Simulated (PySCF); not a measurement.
Job for PySCF: R-B3LYP/3-21G on CHN (SMILES C#N).

```python
from pyscf import gto, scf, dft, mp
from pyscf.data.elements import chemcore

mol = gto.M(
    atom='''
    C    -0.21763107   -0.26152647    2.97426169
    N    -0.26656735   -0.34829634    4.11699765
    H    -0.17157858   -0.18329102    1.90091227
    ''',
    basis='3-21g',
    charge=0, spin=0, verbose=3, max_memory=1800)
mf = dft.RKS(mol, xc='b3lyp')
mf.conv_tol = 1e-8
mf.max_cycle = 100
mf.kernel()
if not mf.converged:
    mf = mf.newton().run(mf.mo_coeff, mf.mo_occ)
```

The log:

```
converged SCF energy = -92.9070379888621
```

The run converged.

Cost: about 0.4 core-seconds (a rough figure).
